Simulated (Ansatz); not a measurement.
Geometry optimisation, UKS PBE0/def2-SVP (Ansatz 0.2.0).

The input (input.yaml):

```yaml
crystal:
  periodic: [false, false, false]
  atoms:
    - { symbol: Ge, position_ang: [0.077972, 0.0, -0.036373] }
    - { symbol: F, position_ang: [0.675405, 0.0, 1.570843] }
    - { symbol: H, position_ang: [1.323495, 0.0, -0.93529] }
    - { symbol: H, position_ang: [-0.756252, 1.278305, -0.198873] }
    - { symbol: H, position_ang: [-0.756252, -1.278305, -0.198873] }
    - { symbol: F, position_ang: [-0.562767, 0.0, 3.549967] }
magnetization:
  spin_polarized: true
  initial_magnetization: 1
basis:
  gaussian: { orbitals: def2-SVP }
hamiltonian:
  xc: pbe0
relax:
  f_tol: 0.03
  max_steps: 50
output:
  orbitals: {}
```

Command:

```bash
$ ansatz run input.yaml --threads 2 --pin off --max-ram 3072MiB --backend cpu --events-out ev --progress --plain --runs-dir out
```

Question: Where does it end, and by what steps?

Answer: The forces met the threshold. After 7 steps the energy has fallen by 0.099 eV; F6 moved furthest, 0.80 Å.

```json
{"step": "0", "energy less start (eV)": "0.0000", "largest force component (eV/Å)": "1.143", "accepted": "yes"}
{"step": "1", "energy less start (eV)": "-0.0241", "largest force component (eV/Å)": "0.567", "accepted": "yes"}
{"step": "2", "energy less start (eV)": "-0.0529", "largest force component (eV/Å)": "0.138", "accepted": "yes"}
{"step": "3", "energy less start (eV)": "-0.0727", "largest force component (eV/Å)": "0.201", "accepted": "yes"}
{"step": "4", "energy less start (eV)": "-0.0880", "largest force component (eV/Å)": "0.253", "accepted": "yes"}
{"step": "5", "energy less start (eV)": "-0.0976", "largest force component (eV/Å)": "0.054", "accepted": "yes"}
{"step": "6", "energy less start (eV)": "-0.0986", "largest force component (eV/Å)": "0.058", "accepted": "yes"}
{"step": "7", "energy less start (eV)": "-0.0991", "largest force component (eV/Å)": "0.016", "accepted": "yes"}
```

```xyz
6
Properties=species:S:1:pos:R:3
Ge 0.085 0.000 0.113
F 1.003 0.000 1.625
H 1.171 0.000 -0.974
H -0.748 1.284 0.105
H -0.748 -1.284 0.105
F -0.761 0.000 2.777
```

Whether the end is a true minimum wasn't checked by a vibrational analysis.

Time of the run: 24 s on 2 threads of Intel(R) Xeon(R) Platinum 8488C (Sapphire Rapids), on a shared host, peak memory 0.25 GiB.
